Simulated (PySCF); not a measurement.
# Reading the logs of faulty runs: BGe2H7N

These are calculations, not measurements. They come from PySCF 2.14.0, an open-source quantum chemistry program, on an isolated molecule that a program drew, which may never have been made. The molecule is BGe2H7N (charge 0, doublet), drawn as the SMILES string `[NH2][GeH][BH][GeH3]`.

Each row is a Hartree-Fock (HF) and frozen-core CCSD(T) single point in the cc-pVDZ basis, meant for a local HF minimum. Run 1 is clean. Each other run has one planted mistake out of seven kinds, and not every kind appears here: one electron removed, one electron added, multiplicity raised by two, geometry at a saddle point, minimal basis STO-3G, one bond length entered in bohr, all coordinates scaled. The reference is restricted for singlets and unrestricted otherwise, and also for a bond in bohr. Adding or removing an electron swaps singlet and doublet. Electrons count all cores. HOMO and LUMO are orbital energies over both spins, the gradient is its largest component, and the lowest frequency (negative if imaginary) is given only where the gradient is small. Bond lengths are over the 10 bonds as drawn. T1 is the CCSD diagnostic: over 0.02 (restricted) or 0.045 (unrestricted) a single reference is doubtful. Germanium has the cc-pVDZ-PP basis, with a core potential (ECP10MDF) in place of its 10 inner electrons, and its 3s, 3p and 3d shells are frozen in CCSD(T).

Geometry of the clean run:
```xyz
11
BGe2H7N, angstrom
N    -1.1350   -0.5482   -1.5938
Ge   -2.1630   -0.6393   -0.1295
B    -1.6964    0.0932    1.6254
Ge    0.0751    1.1122    1.9836
H    -1.4361   -0.8599   -2.4953
H    -0.2719   -0.0419   -1.6165
H    -3.4152   -1.4060   -0.5531
H    -2.5052   -0.0807    2.4922
H     0.9326    0.4115    3.0516
H    -0.1803    2.5459    2.4802
H     0.9549    1.2333    0.7216
```

| run | electrons | basis functions | <S^2> | HOMO (eV) | LUMO (eV) | gradient (hartree/bohr) | lowest frequency (cm^-1) | mean bond (Å) | longest bond (Å) | T1 | HF (hartree) | CCSD(T) (hartree) | mistake |
|---|---|---|---|---|---|---|---|---|---|---|---|---|---|
| 1 | 83 | 109 | 0.758 | -7.47 | 0.80 | 4.1e-05 | 53 | 1.5172 | 2.075 | 0.0171 | -669.92318 | -670.43978 | no fault |
| 2 | 83 | 109 | 1.678 | -6.46 | 0.69 | 2.4e-02 | - | 1.6914 | 3.700 | 0.0277 | -669.79606 | -670.27736 | one bond length entered in bohr |
| 3 | 84 | 109 | 0.000 | -0.79 | 7.88 | 5.5e-02 | - | 1.5172 | 2.075 | 0.0144 | -669.92105 | -670.47389 | one electron added |
| 4 | 83 | 109 | 3.791 | -4.44 | -1.73 | 9.7e-02 | - | 1.5172 | 2.075 | 0.0178 | -669.73368 | -670.21348 | multiplicity raised by two |
| 5 | 83 | 109 | 0.759 | -7.39 | 0.64 | 5.2e-02 | - | 1.6280 | 2.226 | 0.0214 | -669.87800 | -670.40875 | ? |

**Which mistake was planted in run 5, and what did it cost?**

The mean and the longest bond both change by the same factor, 1.073, and the gradient is no longer small. So the mistake is: all coordinates scaled. Subtracting run 1 and multiplying by 627.51 kcal/mol a hartree, the energy moved by 28.4 kcal/mol in HF and 19.5 kcal/mol in CCSD(T).

